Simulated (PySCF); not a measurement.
C5H14O2Si2, SMILES COC(=O)[SiH2][Si](C)(C)C, GFN2-xTB optimised geometry.

```
23

C      1.41     1.61     0.01
O      0.75     0.35     0.00
C     -0.59     0.35     0.00
O     -1.25     1.36     0.00
Si    -1.26    -1.44    -0.12
Si    -1.65    -1.85    -2.39
C     -0.97    -0.42    -3.46
C     -3.52    -2.03    -2.74
C     -0.80    -3.47    -2.95
H      1.30     2.08     0.99
H      2.45     1.42    -0.21
H      0.96     2.27    -0.74
H     -2.45    -1.46     0.73
H     -0.24    -2.27     0.53
H     -1.40     0.53    -3.14
H      0.11    -0.34    -3.36
H     -1.20    -0.55    -4.51
H     -4.06    -1.13    -2.45
H     -3.72    -2.21    -3.79
H     -3.95    -2.86    -2.18
H     -1.18    -4.32    -2.39
H      0.27    -3.43    -2.79
H     -0.97    -3.67    -4.00
```

Density from B3LYP/def2-SVP (PySCF) at that geometry.

Minimum of the electron density along straight lines between bonded atoms, close to the bond critical point (lines longer than 1.1 times the sum of covalent radii, or with two minima, are not listed):

```json
[
 {"bond": "C1–O2", "length / Å": "1.423", "ρ at the minimum / e bohr⁻³": "0.246", "∇²ρ there / e bohr⁻⁵": "-0.35", "position (fraction from the first atom)": "0.34"},
 {"bond": "O2–C3", "length / Å": "1.341", "ρ at the minimum / e bohr⁻³": "0.299", "∇²ρ there / e bohr⁻⁵": "-0.27", "position (fraction from the first atom)": "0.67"},
 {"bond": "C3–O4", "length / Å": "1.208", "ρ at the minimum / e bohr⁻³": "0.413", "∇²ρ there / e bohr⁻⁵": "0.32", "position (fraction from the first atom)": "0.33"},
 {"bond": "C3–Si5", "length / Å": "1.911", "ρ at the minimum / e bohr⁻³": "0.109", "∇²ρ there / e bohr⁻⁵": "0.34", "position (fraction from the first atom)": "0.62"},
 {"bond": "Si6–C7", "length / Å": "1.914", "ρ at the minimum / e bohr⁻³": "0.109", "∇²ρ there / e bohr⁻⁵": "0.30", "position (fraction from the first atom)": "0.38"},
 {"bond": "Si6–C8", "length / Å": "1.913", "ρ at the minimum / e bohr⁻³": "0.109", "∇²ρ there / e bohr⁻⁵": "0.31", "position (fraction from the first atom)": "0.38"},
 {"bond": "Si6–C9", "length / Å": "1.914", "ρ at the minimum / e bohr⁻³": "0.108", "∇²ρ there / e bohr⁻⁵": "0.31", "position (fraction from the first atom)": "0.38"},
 {"bond": "C1–H10", "length / Å": "1.092", "ρ at the minimum / e bohr⁻³": "0.283", "∇²ρ there / e bohr⁻⁵": "-1.09", "position (fraction from the first atom)": "0.64"},
 {"bond": "C1–H11", "length / Å": "1.087", "ρ at the minimum / e bohr⁻³": "0.286", "∇²ρ there / e bohr⁻⁵": "-1.12", "position (fraction from the first atom)": "0.64"},
 {"bond": "C1–H12", "length / Å": "1.092", "ρ at the minimum / e bohr⁻³": "0.283", "∇²ρ there / e bohr⁻⁵": "-1.10", "position (fraction from the first atom)": "0.64"},
 {"bond": "Si5–H13", "length / Å": "1.468", "ρ at the minimum / e bohr⁻³": "0.115", "∇²ρ there / e bohr⁻⁵": "0.33", "position (fraction from the first atom)": "0.49"},
 {"bond": "Si5–H14", "length / Å": "1.467", "ρ at the minimum / e bohr⁻³": "0.116", "∇²ρ there / e bohr⁻⁵": "0.33", "position (fraction from the first atom)": "0.49"},
 {"bond": "C7–H15", "length / Å": "1.087", "ρ at the minimum / e bohr⁻³": "0.273", "∇²ρ there / e bohr⁻⁵": "-0.98", "position (fraction from the first atom)": "0.63"},
 {"bond": "C7–H16", "length / Å": "1.087", "ρ at the minimum / e bohr⁻³": "0.272", "∇²ρ there / e bohr⁻⁵": "-0.97", "position (fraction from the first atom)": "0.62"},
 {"bond": "C7–H17", "length / Å": "1.087", "ρ at the minimum / e bohr⁻³": "0.272", "∇²ρ there / e bohr⁻⁵": "-0.97", "position (fraction from the first atom)": "0.62"},
 {"bond": "C8–H18", "length / Å": "1.086", "ρ at the minimum / e bohr⁻³": "0.273", "∇²ρ there / e bohr⁻⁵": "-0.98", "position (fraction from the first atom)": "0.62"},
 {"bond": "C8–H19", "length / Å": "1.087", "ρ at the minimum / e bohr⁻³": "0.272", "∇²ρ there / e bohr⁻⁵": "-0.97", "position (fraction from the first atom)": "0.62"},
 {"bond": "C8–H20", "length / Å": "1.086", "ρ at the minimum / e bohr⁻³": "0.273", "∇²ρ there / e bohr⁻⁵": "-0.97", "position (fraction from the first atom)": "0.62"},
 {"bond": "C9–H21", "length / Å": "1.086", "ρ at the minimum / e bohr⁻³": "0.273", "∇²ρ there / e bohr⁻⁵": "-0.98", "position (fraction from the first atom)": "0.62"},
 {"bond": "C9–H22", "length / Å": "1.086", "ρ at the minimum / e bohr⁻³": "0.273", "∇²ρ there / e bohr⁻⁵": "-0.98", "position (fraction from the first atom)": "0.62"},
 {"bond": "C9–H23", "length / Å": "1.086", "ρ at the minimum / e bohr⁻³": "0.272", "∇²ρ there / e bohr⁻⁵": "-0.97", "position (fraction from the first atom)": "0.62"}
]
```
